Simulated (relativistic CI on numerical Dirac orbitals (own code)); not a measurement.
**Radial parameters of K5+**

Method of calculation: Dirac-Coulomb-Breit CI, orbitals from a KLI potential per configuration, QED by a radiative potential, valence Slater integrals scaled by 0.85, P86 correlation energy added to each configuration (own radial code, finite nucleus).

Slater integrals F^k, G^k are unscaled and averaged over j, outside the closed core [Ne]; ζ comes from projecting the Hamiltonian with its Breit term on Σ l·s of the shell.

- 3s²3p²: F^2(3p,3p) = 84021, ζ(3p) = 1940.7 cm⁻¹; <r>(3p) = 1.202, <r^2>(3p) = 1.667 (bohr units).
- 3s3p³: F^2(3p,3p) = 84040, G^1(3s,3p) = 112890, ζ(3p) = 1936.8 cm⁻¹; <r>(3s) = 1.144, <r^2>(3s) = 1.492, <r>(3p) = 1.202, <r^2>(3p) = 1.666 (bohr units).
- 3s²3p3d: ζ(3p) = 1963.8, F^2(3p,3d) = 79233, G^1(3p,3d) = 97459, G^3(3p,3d) = 60721, ζ(3d) = 52.73 cm⁻¹; <r>(3p) = 1.202, <r^2>(3p) = 1.666, <r>(3d) = 1.283, <r^2>(3d) = 1.944 (bohr units).

Averages of the first 10 configurations, taken without configuration mixing, which lowers the lowest level and can move excited configurations by several eV; other configurations of the list can lie among them:

| Configuration | Parity | States | Average energy above the lowest level (eV) |
| --- | --- | --- | --- |
| 3s²3p² | even | 15 | 3.2 |
| 3s3p³ | odd | 40 | 22.6 |
| 3s²3p3d | odd | 60 | 31.9 |
| 3p⁴ | even | 15 | 45.9 |
| 3s3p²3d | even | 300 | 49.7 |
| 3s²3p4s | odd | 12 | 50.7 |
| 3p³3d | odd | 200 | 71.3 |
| 3s²3p4p | even | 36 | 57.2 |
| 3s3p3d² | odd | 540 | 77.8 |
| 3s²3p4d | odd | 60 | 65.9 |
